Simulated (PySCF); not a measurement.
Polarisability and C₆ of P⁻ (phosphorus, charge -1)

[Ne] 3s2 3p4, high-spin 3P determinant. All numbers are calculated (PySCF 2.14, the spin-free X2C one-electron Hamiltonian (Gaussian nucleus), in aug-cc-pCVTZ-DK (8s7p5d3f, 75 functions)). Coupled (time-dependent) response in atomic units; α is the mean over directions.

| method | mean α (bohr³) | α xx, yy, zz | C₆ (like pair) | S(−4) |
| --- | --- | --- | --- | --- |
| UHF | 63.66 | 51.45, 88.07, 51.45 | 736.2 | 1743 |
| wB97X-V | 66.37 | 55.51, 88.08, 55.51 | 780.7 | 1789 |

S(−4) is the Cauchy moment in α(ω) = α(0) + S(−4) ω² + …

α(iu) at UHF:

```json
{"u (hartree)": "0", "α(iu) (bohr³)": "63.66"}
{"u (hartree)": "0.0500", "α(iu) (bohr³)": "59.82"}
{"u (hartree)": "0.100", "α(iu) (bohr³)": "51.92"}
{"u (hartree)": "0.200", "α(iu) (bohr³)": "36.86"}
{"u (hartree)": "0.300", "α(iu) (bohr³)": "26.17"}
{"u (hartree)": "0.500", "α(iu) (bohr³)": "14.25"}
{"u (hartree)": "0.750", "α(iu) (bohr³)": "7.793"}
{"u (hartree)": "1.00", "α(iu) (bohr³)": "4.851"}
{"u (hartree)": "1.50", "α(iu) (bohr³)": "2.398"}
{"u (hartree)": "2.00", "α(iu) (bohr³)": "1.441"}
{"u (hartree)": "3.00", "α(iu) (bohr³)": "0.7089"}
{"u (hartree)": "5.00", "α(iu) (bohr³)": "0.3018"}
```

A single London oscillator, α(iu) = α/(1 + u²/ω²), gives C₆ = (3/4) ω α². Matching the computed C₆ needs ω = 4 × 736.2 / (3 × 63.66²) = 0.242 hartree.

For an ion, C₆ is the dispersion term alone; charge-induced terms of lower order in 1/R come first.

The components differ because the open shell of this determinant is not spherical; for a pure term their mean is the scalar polarisability.
